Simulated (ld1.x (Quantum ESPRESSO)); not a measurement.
# What one change does to a pseudopotential (cadmium (Cd), RRKJ)

ld1.x (Quantum ESPRESSO) 7.5 input, shortened:

```
&input
   title='Cd', zed=48., rel=1, dft='PBE', iswitch=3,
   config='[Kr] 4d10 5s1 5p1'
 /
 &inputp
   pseudotype=2, tm=.false., rho0=0.02, lloc=2,
   nlcc=.false.
 /
3
4S  1  0   2.00   0.00  0.80  0.80  0.0
4P  2  1   6.00   0.00  1.30  1.30  0.0
4D  3  2  10.00   0.00  1.55  1.55  0.0
 &test
   configts(1)='4s2 4p6 4d10 5s1 5p1'
 /
```

Occupied shells without a wave of their own: 5p, 5s. They enter only through the test configuration that unscreens the potential.

Change: core correction a·sin(br)/r model core inside 0.82 bohr (5p, 5s counted twice).

Cutoffs: the cutoffs (Ry, on a coarse ladder) from which the occupation-weighted sum of valence levels, in a spherical-Bessel basis at the reference potential, stays within 10 and 1 mRy of its value at 400 Ry; they do not see the model core or the augmentation charge, which bear on the density cutoff. Errors are all-electron minus pseudo energies relative to the spin-unpolarised reference configuration.

Task: How do hardness, ghosts and transferability respond?

Result: The potential gets neither clearly harder nor softer (180 Ry and 260 Ry → 180 Ry and 260 Ry); of the 7 tests that both files solve, the error grows in 7 and shrinks in 0 by more than 15 % and 0.3 meV (median size 13.1 → 162.5 meV); neither file shows a bound ghost. In the changed file ld1.x takes every shell without a wave as core, so the model core holds the 5p, 5s electrons as well and exchange and correlation see them twice. This cancels in the reference configuration, but the file is broken for other ones, and its errors say nothing about a proper core correction. A model core, the more so a compact one, raises the density cutoff, which this test does not measure.

```tsv
quantity	base	changed
cutoff, loose	180 Ry	180 Ry
cutoff, tight	260 Ry	260 Ry
bound ghosts	none	none
error for 4s2 4p6 4d10 5s2 5p0, meV [ΔE -4.67 eV]	-25	-46
error for 4s2 4p6 4d10 5s1 5p0, meV [ΔE 4.61 eV]	-11	-135
error for 4s2 4p6 4d10 5s0 5p0, meV [ΔE 21.73 eV]	+9.0	-393
error for 4s2 4p6 4d9 5s0 5p0, meV [ΔE 59.74 eV]	-2.4	-577
error for 4s2 4p6 4d8 5s0 5p0, meV [ΔE 113.80 eV]	-13	-759
error for 4s2 4p6 4d10 5s1.5 5p0, meV [ΔE -0.96 eV]	-19	-69
error for 4s2 4p5 4d10 5s2 5p0, meV [ΔE 69.53 eV]	-96	-163
s: phases at 1.71 bohr within 0.05 rad from the reference energy up to (Ry; the scan ends near 5)	to the end of the scan	to the end of the scan
p: phases at 1.71 bohr within 0.05 rad from the reference energy up to (Ry; the scan ends near 5)	2.9	2.9
d: phases at 1.71 bohr within 0.05 rad from the reference energy up to (Ry; the scan ends near 5)	to the end of the scan	to the end of the scan
```
